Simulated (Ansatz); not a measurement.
`[BH2][GeH2][OH]` + `[OH][GeH2][SiH](O)F` → `[OH][GeH2][GeH2][OH]` + `B[SiH](O)F`  (redistribution)

Computed with Ansatz on PBE0-D4/def2-TZVP structures; ΔE is electronic, products minus reactants. CBS: MP2 limit from def2 TZ/QZ plus the TZ coupled-cluster correction, frozen cores. Functionals use def2-TZVPP. B3LYP here is the variant with VWN-RPA as its local correlation; programs differ in this. For Ge outer-core shells are correlated without core-valence functions, which leaves a few kJ/mol of doubt a bond. Scalar relativity is left out up to krypton. One conformer a species, not always the lowest.

`[BH2][GeH2][OH]`:

Cartesian coordinates in Å:
```
B 1.054 -0.947 -0.642
Ge -0.291 0.490 -0.069
O -0.972 0.014 1.518
H 1.277 -1.898 0.042
H 1.630 -0.832 -1.682
H -1.452 0.642 -1.083
H 0.368 1.884 0.070
H -1.614 0.647 1.846
```

`[OH][GeH2][SiH](O)F`:

```xyz
10

O    -0.972   -1.871   -0.612
Ge   -0.438   -0.318   -1.319
Si    0.495    0.918    0.503
O     0.398   -0.180    1.718
F    -0.383    2.210    0.849
H    -0.736   -1.913    0.319
H    -1.665    0.355   -1.958
H     0.600   -0.625   -2.416
H     1.884    1.422    0.354
H     0.816    0.004    2.562
```

`[OH][GeH2][GeH2][OH]`:

Z-matrix (Å, degrees):
```
Ge
Ge 1 2.444
O 1 1.791 2 109.9
H 1 1.547 2 110.2 3 -120.7
H 1 1.534 2 113.2 3 115.6
O 2 1.791 1 109.9 3 167.3
H 2 1.534 1 113.2 3 -77.0
H 2 1.547 1 110.2 3 46.6
H 3 0.960 1 112.5 2 -67.2
H 6 0.960 2 112.5 1 -67.2
```

`B[SiH](O)F`:

Z-matrix (Å, degrees):
```
Si
O 1 1.640
F 1 1.606 2 110.8
B 1 2.016 2 111.2 3 -116.8
H 1 1.479 2 104.5 3 114.8
H 2 0.959 1 117.9 3 70.5
H 4 1.195 1 123.6 2 -130.0
H 4 1.198 1 119.4 2 49.6
```

| level | ΔE (kcal/mol) |
| --- | --- |
| BLYP-D4 | -1.2 |
| PBE0 | -0.7 |
| B3LYP | -1.5 |
| CCSD/CBS(def2) | -0.1 |

Problem. What does CCSD(T)/CBS give? (Best estimate.)

Solution. Computed: 0.0 kcal/mol. The listed levels differ from it by -1.2, -0.7, -1.5, -0.1 kcal/mol.

Largest T1 diagnostic among the species: 0.012.

At CCSD(T), def2-SVP lies −0.8 kcal/mol from the extrapolated value and def2-TZVPP −0.6 kcal/mol. In def2-TZVPP, CCSD(T) changes the Hartree–Fock value by +1.0 kcal/mol (the triples alone add +0.1 kcal/mol) and MP2 by +0.9 kcal/mol.
